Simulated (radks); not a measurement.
Values are calculated unless marked as measured or tabulated.
Problem. Radial electron density D(r) = 4 pi r^2 rho(r) of an atom or ion with 44 electrons. Code: a radial shooting solver on a logarithmic mesh with Libxc functionals. Model: Dirac Kohn-Sham, BLYP, spin-unpolarised, spherical densities, finite nucleus; Fermi nuclear charge, rms radius of each element as measured or else 0.836 A^(1/3) + 0.57 fm.

r (bohr)  D(r) (e/bohr)
0.003731          13.09
0.00424           15.82
0.004858          19.19
0.005521          22.85
0.006275          26.95
0.007132          31.48
0.008171          36.68
0.009287          41.80
0.01056           46.95
0.012             51.90
0.01363           56.35
0.01562           60.18
0.01775           62.64
0.02018           63.75
0.02293           63.46
0.02628           61.79
0.02986           59.39
0.03394           56.91
0.03858           55.22
0.04384           55.20
0.05023           57.66
0.05709           62.33
0.06489           68.53
0.07375           74.77
0.08449           79.33
0.09603           79.98
0.1091            76.46
0.124             69.67
0.141             61.98
0.1615            56.09
0.1836            54.94
0.2086            58.01
0.2371            62.81
0.2717            65.47
0.3088            62.41
0.3509            53.42
0.3989            41.03
0.4533            29.30
0.5194            21.33
0.5903            18.98
0.6709            19.91
0.7625            21.27
0.8736            20.79
0.9929            17.98
1.128             13.74
1.283             9.316
1.458             5.630
1.67              2.909
1.898             1.382
2.157            0.5766
2.452            0.2077
2.809           0.05790
3.193           0.01388
3.629          0.002568

What is the nuclear charge?

Solution. Z = 49. The innermost maximum, from 1s, lies near gamma/Z bohr with gamma = sqrt(1 - (Z/c)^2) = 0.934, here 0.0191 bohr (found: 0.0210), and its height grows with Z. The density is that of the indium ion In5+ in [Kr] 4d8; the configuration itself is not fixed sharply by these data, and Z only to a few units. D(r) has 4 maxima, at r = 0.0210, 0.0923, 0.272, 0.800 bohr, and minima at 0.0411, 0.178, 0.595 bohr, inside which lie 2.03, 11.19, 29.00 electrons.
